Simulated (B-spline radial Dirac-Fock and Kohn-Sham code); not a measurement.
## Atomic SCF run for O

ΔSCF core binding energies without Breit or QED terms, calculated with a radial finite-basis atomic code. Keys: rel is the Hamiltonian (dirac, or spin-free x2c and nr, where L3 and M5 stand for the whole 2p and 3d shells), method is hf or an exchange,correlation pair (spin-unpolarised, also for the hole states), nuc the nuclear model, radius_factor scales its radius, rmax is the box in bohr, h the logarithmic mesh step, order the B-spline order, points the quadrature points per cell, c_factor scales the speed of light, and damp, ndamp, maxit and tol steer the iteration. The run stops when the commutator error falls below 10·tol·max(1, Z/10), or the numerical noise floor, and the energy has settled to about 1e-8 Ha; the virial ratio is −V/T.

Input (task.json):

```json
{"items": [{"Z": 8, "q": 0, "cfg": [[1, 0, 2], [2, 0, 2], [2, 1, 4]], "A": 16, "rrms": 2.6991, "do": "settings", "holes": ["K", "L3", "M5"],
  "settings": [{"rel": "dirac", "method": "hf", "nuc": "fermi", "radius_factor": 1.0, "rmax": 45.0, "h": 0.3, "order": 8, "points": 4, "c_factor": 1.0, "maxit": 72, "damp": 0.5, "ndamp": 3, "tol": 1e-08}]}]}
```

Command: `python xray2_run.py task.json out`

Ground-state iterations:

```
iter   energy (Ha)        error
   1      -73.13649687  3.29e-01
   2      -74.44333441  1.52e-01
   3      -74.78336915  4.72e-02
   4      -74.82113685  1.46e-02
   5      -74.82431400  5.81e-03
   6      -74.82498454  2.56e-04
   7      -74.82498591  5.22e-05
   8      -74.82498595  6.84e-06
   9      -74.82498595  4.54e-07
  10      -74.82498595  1.47e-08
```

The ground state converged in 10 iterations, with total energy -74.82499 Ha, virial ratio 1.99851 and highest orbital energy -16.75 eV. ΔSCF binding energies: K (1s) 545.8 eV. Holes are computed only in closed shells, and unreliable hole states are left out.

One setting is outside the advised range (too few quadrature points), but here it does no visible harm: the result matches the run with default settings.
